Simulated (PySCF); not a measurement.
Species: C7H11F3P (charge +1).
Geometry (GFN2-xTB, Å), atoms numbered from 1 in this order:
```xyz
22
C7H11F3P angstrom
C      3.2296    0.6082    0.0944
C      2.2158   -0.2380   -0.0375
P      0.5739    0.1341    0.5586
C     -0.3143   -1.2103    1.4113
C     -1.3375   -1.7025    0.3725
C     -1.8699   -0.4728   -0.3612
C     -0.6354    0.3171   -0.8210
C     -0.8513    1.8084   -1.0278
F     -1.5816    2.1100   -2.0824
F     -1.4183    2.3549    0.0558
F      0.3534    2.4033   -1.1551
H      4.2107    0.3671   -0.2821
H      3.1221    1.5686    0.5744
H      2.3176   -1.2043   -0.5193
H      0.6081    1.2962    1.2982
H     -0.8177   -0.7917    2.2876
H      0.3618   -1.9968    1.7478
H     -0.8593   -2.3782   -0.3388
H     -2.1444   -2.2474    0.8596
H     -2.4687    0.1379    0.3180
H     -2.4951   -0.7491   -1.2094
H     -0.2098   -0.0952   -1.7447
```

NICS is the negative of the GIAO shielding at a point without a nucleus: at the ring centre (0) and 1 Å above and below it (1); zz is the component along the ring normal. Level: GIAO PBE0/pcSseg-1 (PySCF, non-relativistic, gas phase) on the GFN2-xTB geometry, one conformer.

Ring bond lengths (Å), with Mayer bond orders in brackets: P3–C4 1.823 (1.00), C4–C5 1.539 (1.01), C5–C6 1.528 (1.02), C6–C7 1.536 (0.95), C7–P3 1.844 (0.91).

**Question.** Give the NICS values of each ring in ppm.

**Answer.** 
```csv
ring,type,NICS(0),"NICS(1), two faces","NICS(1)zz, two faces",rms pucker (Å),"centre to ring atoms, mean (Å)"
P3–C4–C5–C6–C7,5-membered ring with P; formal bonds all single,-6.2,-4.5 / -4.2,-2.6 / -3.3,0.20,1.38
```

**Question.** What can be read from them?

**Answer.** 
- P3–C4–C5–C6–C7: mean NICS(1)zz -3.0 ppm, near zero. P3, C4, C5, C6, C7 have four or more neighbours, and the NICS criterion for π rings isn't applied.

**Question.** What is the mean of the two in-plane components of NICS at the second NICS(1) probe listed for ring P3–C4–C5–C6–C7, 1 Å off the ring?

**Answer.** The isotropic value is a third of the trace: (3 × -4.2 − (-3.3))/2 = -4.7 ppm.

On one thread of an Arm Neoverse V1 (shared host), this took 60 s of wall time and 1.1 GiB of memory at its peak. This is the whole shielding run at PBE0/pcSseg-1, SCF included.
